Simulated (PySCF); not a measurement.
**Pr⁺ (praseodymium, charge +1) across methods**

[Xe] 4f2 5d1 6s1, one real determinant (an excited configuration). All numbers are calculated (PySCF 2.14, the spin-free X2C one-electron Hamiltonian (Gaussian nucleus), in ANO-RCC-VTZP (8s7p5d3f2g1h, 104 functions)).

```tsv
method	E (hartree)	mean ε 4f α (eV)	mean ε 5d α (eV)	mean ε 6s α (eV)	Σ⟨r²⟩ (bohr²)	⟨S²⟩
PBE0	-9235.62	-15.875	-10.302	-9.550	64.60	6.001
LDA	-9228.40	-13.364	-9.145	-9.342	64.43	6.000
PBE	-9235.61	-13.389	-9.285	-9.026	64.60	6.001
r2SCAN	-9235.97	-14.002	-9.583	-9.118	64.70	6.003
UHF	-9232.49677	-22.762	-12.823	-10.667	66.03	6.005
```

⟨L²⟩ = 30.02 against 56 for a pure K term, so this real determinant mixes terms. Spin-orbit coupling, absent here, splits the open shell strongly.
